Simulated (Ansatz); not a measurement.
Consider the ligand exchange at the Sn–C bond: `C[CH2][Sn][F]` + H–F → `[F][Sn][F]` + `CC`.

Isolated molecules relaxed with PBE0-D4/def2-TZVP in Ansatz; ΔE leaves out vibrations. CBS: MP2 limit from def2 TZ/QZ plus the TZ coupled-cluster correction, frozen cores. This one scheme is used for every species. DFT in def2-TZVPP. B3LYP here is the variant with VWN-RPA as its local correlation; programs differ in this. HSE06 is defined as in plane-wave codes. Elements past krypton have def2 core potentials. For Sn outer-core shells are correlated without core-valence functions, which leaves a few kJ/mol of doubt a bond. Each species was taken in one conformer, which may not be the lowest.

```tsv
level	ΔE (kcal/mol)	difference from CCSD(T)/CBS
BLYP-D4	-39.9	-4.1
r2SCAN-D4	-39.3	-3.5
B97M-V	-41.9	-6.1
PBE0-D4	-36.0	-0.2
B3LYP-D4	-38.8	-3.0
r2SCAN0-D4	-37.4	-1.6
HSE06-D4	-35.9	-0.1
BHLYP-D4	-38.1	-2.3
CAM-B3LYP-D4	-40.0	-4.2
ωB97X-V	-39.1	-3.3
ωB97M-V	-37.8	-2.0
B2PLYP	-39.4	-3.6
PBE-QIDH	-35.7	0.1
PBE	-39.0	-3.2
revPBE	-39.8	-4.0
BLYP	-42.9	-7.1
r2SCAN	-39.7	-3.9
PBE0	-37.3	-1.5
B3LYP	-41.2	-5.4
r2SCANh	-38.9	-3.1
r2SCAN0	-37.9	-2.1
BHLYP	-40.4	-4.6
CAM-B3LYP	-41.4	-5.6
LC-ωPBE	-39.4	-3.6
RPA@PBE/def2-TZVPP	-34.7	1.1
HF/def2-SVP	-39.3	-3.5
MP2/def2-SVP	-37.6	-1.8
CCSD/def2-SVP	-37.2	-1.4
CCSD(T)/def2-SVP	-37.0	-1.2
HF/def2-TZVPP	-40.5	-4.7
MP2/def2-TZVPP	-34.5	1.3
SCS-MP2/def2-TZVPP	-36.3	-0.5
CCSD/def2-TZVPP	-35.1	0.7
CCSD(T)/def2-TZVPP	-34.6	1.2
HF/def2-QZVPP	-41.4	-5.6
MP2/def2-QZVPP	-35.5	0.3
SCS-MP2/def2-QZVPP	-37.2	-1.4
HF/CBS(def2)	-41.5	-5.7
MP2/CBS(def2)	-35.8	0.0
CCSD/CBS(def2)	-36.3	-0.5
CCSD(T)/CBS	-35.8	0
```

Largest T1 diagnostic among the species: 0.017.

In def2-TZVPP, CCSD(T) changes the Hartree–Fock value by +5.9 kcal/mol (the triples alone add +0.5 kcal/mol) and MP2 by +6.0 kcal/mol. From BLYP to BHLYP (50 % exact exchange), in def2-TZVPP and without D4, ΔE moves by +2.5 kcal/mol. The D4 term adds +2.5 kcal/mol with B3LYP and +1.3 kcal/mol with PBE0; it sums over pairs of atoms, weighted by their polarisabilities, and B3LYP, whose exchange is more repulsive, gets the larger term.
